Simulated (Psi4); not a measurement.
C$_{6}$H$_{7}$F (SMILES C#C[C@]1(C)C[C@@H]1F), singlet, at a GFN2-xTB geometry; Psi4 with PBE0/pcseg-1.

The Psi4 input:
```
memory 2 GB

molecule {
0 1
  C     2.37159957    0.10323362    0.69149645
  C     1.20560951    0.25923229    0.46832725
  C    -0.18948831    0.44138407    0.19533983
  C    -0.62696176    1.88975573    0.12773933
  C    -1.14477228   -0.59526164    0.75213878
  C    -0.86634887   -0.55281911   -0.71382337
  F    -0.13826177   -1.56566981   -1.26048253
  H     3.39291568   -0.03025610    0.88761597
  H    -0.43678035    2.38082013    1.08059797
  H    -1.68940307    1.95730876   -0.09485418
  H    -0.07148565    2.41627541   -0.64641545
  H    -2.11361820   -0.27262677    1.10111900
  H    -0.71547038   -1.41591734    1.30645013
  H    -1.61962949   -0.21772578   -1.41748046
}

set basis pcseg-1
set cholesky_tolerance 1e-6
set scf_type cd

energy('pbe0')
print_variables()
```

Output, abridged:

```
   => Loading Basis Set <=

    Name: PCSEG-1
    Role: ORBITAL
    Keyword: BASIS

         ---------------------------------------------------------
                                   SCF
               by Justin Turney, Rob Parrish, Andy Simmonett
                          and Daniel G. A. Smith
                              RKS Reference
         ---------------------------------------------------------

  ==> Geometry <==

    Molecular point group: c1
    Full point group: C1

    Geometry (in Angstrom), charge = 0, multiplicity = 1:

       Center              X                  Y                   Z               Mass
    ------------   -----------------  -----------------  -----------------  -----------------
         C            2.340086348875     0.167926560008     0.726764605167    12.000000000000
         C            1.174096288875     0.323925230008     0.503595405167    12.000000000000
         C           -0.221001531125     0.506077010008     0.230607985167    12.000000000000
         C           -0.658474981125     1.954448670008     0.163007485167    12.000000000000
         C           -1.176285501125    -0.530568699992     0.787406935167    12.000000000000
         C           -0.897862091125    -0.488126169992    -0.678555214833    12.000000000000
         F           -0.169774991125    -1.500976869992    -1.225214374833    18.998403162730
         H            3.361402458875     0.034436840008     0.922884125167     1.007825032230
         H           -0.468293571125     2.445513070008     1.115866125167     1.007825032230
         H           -1.720916291125     2.022001700008    -0.059586024833     1.007825032230
         H           -0.102998871125     2.480968350008    -0.611147294833     1.007825032230
         H           -2.145131421125    -0.207933829992     1.136387155167     1.007825032230
         H           -0.746983601125    -1.351224399992     1.341718285167     1.007825032230
         H           -1.651142711125    -0.153032839992    -1.382212304833     1.007825032230

  Running in c1 symmetry.

  Rotational constants: A =      0.10849  B =      0.08763  C =      0.05990 [cm^-1]
  Rotational constants: A =   3252.31536  B =   2627.04325  C =   1795.90600 [MHz]
  Nuclear repulsion =  282.287446503277465

  Charge       = 0
  Multiplicity = 1
  Electrons    = 52
  Nalpha       = 26
  Nbeta        = 26

  ==> Algorithm <==

  SCF Algorithm Type is CD.
  DIIS enabled.
  MOM disabled.
  Fractional occupation disabled.
[...]
    Nuclear Scheme         =       TREUTLER

    Blocking Scheme        =         OCTREE
    BS radius alpha        =              1
    Pruning alpha          =              1
    Radial Points          =             75
    Spherical Points       =            302
    Total Points           =         297096
    Total Blocks           =           2239
    Max Points             =            256
    Max Functions          =            131
    Weights Tolerance      =       1.00E-15

  ==> Integral Setup <==

Traceback (most recent call last):
  File "psi4", line 375, in <module>
  File "<string>", line 36, in <module>
  File "site-packages/psi4/driver/driver.py", line 533, in energy
  File "site-packages/psi4/driver/procrouting/proc.py", line 2760, in run_scf
  File "site-packages/psi4/driver/procrouting/proc.py", line 2047, in scf_helper
  File "site-packages/psi4/driver/procrouting/scf_proc/scf_iterator.py", line 82, in scf_compute_energy
  File "site-packages/psi4/driver/procrouting/scf_proc/scf_iterator.py", line 200, in scf_initialize
  File "site-packages/psi4/driver/procrouting/scf_proc/scf_iterator.py", line 128, in initialize_jk

RuntimeError:
Fatal Error: Not enough memory for CD.
The most recent 5 function calls were:

psi::PsiException::PsiException(std::__cxx11::basic_string<char, std::char_traits<char>, std::allocator<char> >, char const*, int)
psi::DiskDFJK::preiterations()

Printing out the relevant lines from the Psithon --> Python processed input file:
    """)
    core.IO.set_default_namespace("")
    core.set_global_option("BASIS", "pcseg-1")
    core.set_global_option("CHOLESKY_TOLERANCE", 1e-6)
    core.set_global_option("SCF_TYPE", "cd")
--> energy('pbe0')
    print_variables()

!----------------------------------------------------------------------------------!
!                                                                                  !
! Fatal Error: Not enough memory for CD.                                           !
! The most recent 5 function calls were:                                           !
! psi::PsiException::PsiException(std::__cxx11::basic_string<char,                 !
!     std::char_traits<char>, std::allocator<char> >, char const*, int)            !
! psi::DiskDFJK::preiterations()                                                   !
!                                                                                  !
!----------------------------------------------------------------------------------!
```

The program refused the input.
